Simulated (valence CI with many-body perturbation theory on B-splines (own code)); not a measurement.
## Energy levels of Te²¹⁺

Calculated by valence CI with perturbative core correlation (CI+MBPT): three valence electrons over a frozen Dirac-Fock core [Ar] 3d10, a basis of 11 s, 11 p, 10 d, 8 f, 5 g, 2 h functions for each j, with the one-electron correlation potential Σ1 (screened to all orders), the two-electron term Σ2, the three-electron term Σ3, Breit, model QED; selected single and double excitations, second order for the rest, scaled by the run's own slope (own B-spline code, finite nucleus).

No measured levels were compared; by estimate levels hold to about 250 cm⁻¹ or 0.2 % of their energy and the worst to 1 %, as in measured heavy ions of charge 2 to 7; those with d or f electrons hold less well.

Levels 91 to 135 of 178, with energies above the lowest level, 4s2.4p 2P°_1/2. "Leading %" is the weight of the configuration and term that name the level; weights of strongly mixed levels are sums over their largest components and can fall short. Lifetimes count E1, E2, E3, M1 and M2 decay at the calculated energies, and are blank where another channel may lead or the interval is too uncertain; long ones can be off by a factor of two.

```
No.  Configuration  Term     J  E (cm⁻¹)  Leading %  Second component  Lifetime
 91       4s.4p.4f    4F   9/2   1961700         46    35 % 4s.4d2 4F   3.49 ps
 92       4s.4p.4f    4F   7/2   1962400         51    21 % 4s.4d2 4F   3.79 ps
 93       4s.4p.4f    4D   5/2   1965100         50  24 % 4s.4p.4f 4F   4.79 ps
 94       4s.4p.4f    4D   3/2   1965900         80  13 % 4s.4p.4f 4F   5.44 ps
 95       4s.4p.4f    4D   1/2   1966800         99                     6.14 ps
 96         4s.4d2    2F   5/2   1987300         46  33 % 4s.4p.4f 2F   4.39 ps
 97       4s.4p.4f    2F   7/2   1987900         41  30 % 4s.4p.4f 2G   4.29 ps
 98         4s.4d2    2F   7/2   1998600         54  24 % 4s.4p.4f 2F   5.13 ps
 99         4s2.5s    2S   1/2   2005500         98                     1.16 ps
100       4s.4p.4f    2D   5/2   2011300         31    16 % 4s.4d2 2D   3.19 ps
101         4s.4d2    2P   1/2   2027800         47    40 % 4s.4d2 2S   2.69 ps
102       4s.4p.4f    2G   9/2   2034500         87    10 % 4s.4d2 2G   4.23 ps
103         4s.4d2    2P   3/2   2047000         50  26 % 4s.4p.4f 2D   3.02 ps
104         4s.4d2    2S   1/2   2050300         51    38 % 4s.4d2 2P   3.19 ps
105       4s.4p.4f    2D   3/2   2053700         40    32 % 4s.4d2 2P   3.50 ps
106       4s.4p.4f    2D   3/2   2083100         83     7 % 4p2.4d 2D   3.34 ps
107       4s.4p.4f    2F   7/2   2083800         46    26 % 4s.4d2 2F   2.39 ps
108       4s.4p.4f    2D   5/2   2084200         36  27 % 4s.4p.4f 2F   2.79 ps
109       4s.4p.4f    2D   5/2   2086600         60  17 % 4s.4p.4f 2F   3.03 ps
110       4s.4p.4f    2G   9/2   2087500         60    30 % 4s.4d2 2G   2.57 ps
111       4s.4p.4f    2G   7/2   2101200         60    26 % 4s.4d2 2G   2.63 ps
112         4s2.5p   2P°   1/2   2188900         97                     3.16 ps
113         4p.4d2   4G°   5/2   2219700         48   22 % 4p.4d2 2F°   34.4 ps
114         4s2.5p   2P°   3/2   2235200         96                     3.27 ps
115         4p.4d2   4G°   7/2   2254900         48   16 % 4p2.4f 4G°   26.3 ps
116         4p.4d2   4G°   7/2   2266700         21   17 % 4p2.4f 2G°   12.6 ps
117         4p.4d2   4G°   5/2   2270900         30   10 % 4p.4d2 2F°   10.7 ps
118         4p.4d2   2H°   9/2   2278000         36   18 % 4p.4d2 2G°   21.1 ps
119         4p.4d2   2D°   3/2   2286100         47   22 % 4p.4d2 4D°   9.15 ps
120         4p2.4f   4G°   5/2   2295300         35   11 % 4p2.4f 4F°   4.74 ps
121         4p.4d2   4D°   1/2   2302000         86    7 % 4p.4d2 2P°   6.96 ps
122         4p.4d2   4G°   9/2   2304000         53   12 % 4p.4d2 2H°   22.8 ps
123         4p.4d2   4P°   1/2   2306200         53   37 % 4p.4d2 2S°   5.63 ps
124         4p.4d2   2F°   7/2   2308300         21   20 % 4p.4d2 4D°   11.8 ps
125         4p.4d2   4F°   3/2   2321100         45   12 % 4p.4d2 4D°   3.40 ps
126         4p.4d2   2F°   5/2   2325600         28   25 % 4p.4d2 4D°   7.06 ps
127         4p.4d2   4D°   3/2   2333800         43   23 % 4p.4d2 2D°   6.75 ps
128         4p2.4f   2H°  11/2   2339100         32   25 % 4p2.4f 4G°   29.4 ps
129         4p.4d2   4D°   5/2   2342600         33   20 % 4p.4d2 4F°   4.35 ps
130         4p2.4f   4F°   7/2   2344400         17   16 % 4p.4d2 2G°   6.15 ps
131         4p2.4f   2G°   7/2   2348900         44   14 % 4p.4d2 4D°   5.47 ps
132       4s.4p.5s   4P°   1/2   2349800         91  7 % 4s.4p.5s 2P°   1.49 ps
133         4p2.4f   4G°   9/2   2353300         35   13 % 4p.4d2 2G°   7.40 ps
134         4p.4d2   4P°   3/2   2354800         60   16 % 4p.4d2 4S°   4.58 ps
135         4p2.4f   2F°   5/2   2359400         32   26 % 4p2.4f 2D°   6.05 ps
```

Names give the largest LS component (configuration and term), which can be under half, so a name can repeat, a term be missing and a line seem to break the LS rules; names also repeat where a configuration has a term twice.

Where two levels of one J and parity lie close, their mixing, g and order are uncertain.
